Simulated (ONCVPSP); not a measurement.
Before and after: ONCV potential for Ti

* Element: Ti (Z = 22)
* Generator: ONCVPSP 4.0.1
* Type: optimised norm-conserving Vanderbilt (ONCV)
* Functional: LDA (Perdew-Wang 92)
* Relativity: scalar-relativistic
* Frozen core: [Ne]
* Valence charge: 12
* Reference configuration: 3s2 3p6 3d2 4s2
* Partial waves: 3s+4s: rc 1.40 bohr, ncon 4, nbas 9, qcut 8.2 1/bohr, 2 projectors; 3p: rc 1.20 bohr, ncon 4, nbas 8, qcut 5.6 1/bohr, 2 projectors, debl 2.8 Ha; 3d: rc 1.45 bohr, ncon 4, nbas 8, qcut 10.7 1/bohr, 2 projectors, debl 1.9 Ha
* Local potential: polynomial inside 1.05 bohr (lpopt 5, dvloc0 1 Ha)
* Core correction: none

Change: d: qcut 6.9.

Cutoffs: the cutoffs (Ha) at which the residual kinetic energy of the hardest occupied pseudo-wave falls to 1 and 0.1 mHa per electron; they do not see the model core or the augmentation charge, which bear on the density cutoff. Errors are all-electron minus pseudo energies relative to the spin-unpolarised reference configuration.

Problem. Predict the effect on cutoff, ghosts and configuration errors.

Solution. The potential gets harder (42 Ha and 64 Ha → 97 Ha and 116 Ha); of the 4 tests that both files solve, the error grows in 2 and shrinks in 0 by more than 15 % and 0.3 meV (median size 2.1 → 4.4 meV); neither file shows a bound ghost.

```tsv
quantity	base	changed
cutoff, loose	42 Ha	97 Ha
cutoff, tight	64 Ha	116 Ha
loose cutoff by channel	s 25 Ha, p 21 Ha, d 42 Ha	s 25 Ha, p 21 Ha, d 97 Ha
bound ghosts	none	none
GHOST(+) flags under 300 eV	none	none
error for 3s2 3p6 3d2 4s1, meV [ΔE 7.53 eV]	-0.2	-0.1
error for 3s2 3p6 3d2 4s0, meV [ΔE 21.32 eV]	-0.1	+0.2
error for 3s2 3p6 3d1 4s0, meV [ΔE 48.52 eV]	+15	+38
error for 3s2 3p6 3d3 4s1, meV [ΔE 1.05 eV]	+4.0	+8.7
s: phases at 1.42 bohr within 0.05 rad from the reference energy up to (Ha; the scan ends near 5)	to the end of the scan	to the end of the scan
p: phases at 1.22 bohr within 0.05 rad from the reference energy up to (Ha; the scan ends near 5)	to the end of the scan	to the end of the scan
d: phases at 1.47 bohr within 0.05 rad from the reference energy up to (Ha; the scan ends near 5)	to the end of the scan	to the end of the scan
```
